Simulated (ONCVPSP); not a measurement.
scandium (Sc) ONCV: all-electron and pseudo phase curves

* Element: scandium
* Generator: ONCVPSP 4.0.1
* Type: optimised norm-conserving Vanderbilt (ONCV)
* Functional: PBEsol
* Relativity: scalar-relativistic
* Frozen core: [Ne]
* Valence charge: 11
* Reference configuration: 3s2 3p6 3d1 4s2
* Partial waves: 3s+4s: rc 1.40 bohr, ncon 5, nbas 8, qcut 7.5 1/bohr, 2 projectors; 3p: rc 1.55 bohr, ncon 4, nbas 9, qcut 8.2 1/bohr, 2 projectors, debl 3.9 Ha; 3d: rc 2.20 bohr, ncon 5, nbas 10, qcut 5.6 1/bohr, 3 projectors, debl 2.4 Ha
* Local potential: polynomial inside 0.95 bohr (lpopt 5, dvloc0 -1 Ha)
* Core correction: Teter function, fcfact 2.25, rcfact 1.65

The phase is arctan(r·R′/R) of the radial function R(r), unwrapped; energies in Ha, scanned from -4 to 5 Ha. A pole is an energy at which the radial function vanishes at the test radius. The pseudo phase is shifted by a multiple of π to meet the all-electron one at the reference energy, and phase errors are pseudo minus all-electron; the curves can meet again beyond the range given. Levels narrower than the energy grid can be missing from the lists of poles.

Question: For each channel, where are the poles, and over which energies does the pseudopotential scatter like the atom?

Answer:

| channel | radius (bohr) | reference energy (Ha) | poles, all-electron | poles, pseudo | unbroken range about the reference energy with phases within 0.05 rad | phase error 1 Ha above the reference energy (rad) |
| --- | --- | --- | --- | --- | --- | --- |
| s | 1.42 | -0.15 | -0.68 | -0.68 | the whole range | -0.000 |
| p | 1.57 | -1.23 | -0.30 | -0.30 | the whole range | -0.000 |
| d | 2.24 | -0.12 | 0.20, 3.50 | 0.20, 3.50 | the whole range | -0.001 |

Phases in the d channel:

```json
{"E (Ha)": "-3.98", "all-electron": "1.382", "pseudo": "1.382"}
{"E (Ha)": "-3.74", "all-electron": "1.375", "pseudo": "1.375"}
{"E (Ha)": "-3.50", "all-electron": "1.367", "pseudo": "1.367"}
{"E (Ha)": "-3.26", "all-electron": "1.358", "pseudo": "1.358"}
{"E (Ha)": "-3.02", "all-electron": "1.348", "pseudo": "1.348"}
{"E (Ha)": "-2.78", "all-electron": "1.336", "pseudo": "1.336"}
{"E (Ha)": "-2.54", "all-electron": "1.322", "pseudo": "1.322"}
{"E (Ha)": "-2.30", "all-electron": "1.306", "pseudo": "1.305"}
{"E (Ha)": "-2.06", "all-electron": "1.286", "pseudo": "1.285"}
{"E (Ha)": "-1.82", "all-electron": "1.260", "pseudo": "1.260"}
{"E (Ha)": "-1.58", "all-electron": "1.228", "pseudo": "1.227"}
{"E (Ha)": "-1.34", "all-electron": "1.183", "pseudo": "1.182"}
{"E (Ha)": "-1.10", "all-electron": "1.115", "pseudo": "1.115"}
{"E (Ha)": "-0.86", "all-electron": "1.001", "pseudo": "1.001"}
{"E (Ha)": "-0.62", "all-electron": "0.758", "pseudo": "0.758"}
{"E (Ha)": "-0.38", "all-electron": "0.049", "pseudo": "0.049"}
{"E (Ha)": "-0.14", "all-electron": "-1.038", "pseudo": "-1.038"}
{"E (Ha)": "0.10", "all-electron": "-1.473", "pseudo": "-1.473"}
{"E (Ha)": "0.34", "all-electron": "-1.677", "pseudo": "-1.677"}
{"E (Ha)": "0.58", "all-electron": "-1.838", "pseudo": "-1.838"}
{"E (Ha)": "0.82", "all-electron": "-2.037", "pseudo": "-2.037"}
{"E (Ha)": "1.06", "all-electron": "-2.389", "pseudo": "-2.389"}
{"E (Ha)": "1.30", "all-electron": "-3.098", "pseudo": "-3.099"}
{"E (Ha)": "1.54", "all-electron": "-3.842", "pseudo": "-3.842"}
{"E (Ha)": "1.78", "all-electron": "-4.207", "pseudo": "-4.207"}
{"E (Ha)": "2.02", "all-electron": "-4.385", "pseudo": "-4.385"}
{"E (Ha)": "2.26", "all-electron": "-4.487", "pseudo": "-4.487"}
{"E (Ha)": "2.50", "all-electron": "-4.555", "pseudo": "-4.555"}
{"E (Ha)": "2.74", "all-electron": "-4.605", "pseudo": "-4.605"}
{"E (Ha)": "2.98", "all-electron": "-4.645", "pseudo": "-4.645"}
{"E (Ha)": "3.22", "all-electron": "-4.678", "pseudo": "-4.678"}
{"E (Ha)": "3.46", "all-electron": "-4.708", "pseudo": "-4.708"}
{"E (Ha)": "3.70", "all-electron": "-4.736", "pseudo": "-4.736"}
{"E (Ha)": "3.94", "all-electron": "-4.765", "pseudo": "-4.765"}
{"E (Ha)": "4.18", "all-electron": "-4.796", "pseudo": "-4.796"}
{"E (Ha)": "4.42", "all-electron": "-4.832", "pseudo": "-4.832"}
{"E (Ha)": "4.66", "all-electron": "-4.878", "pseudo": "-4.878"}
{"E (Ha)": "4.90", "all-electron": "-4.941", "pseudo": "-4.941"}
```
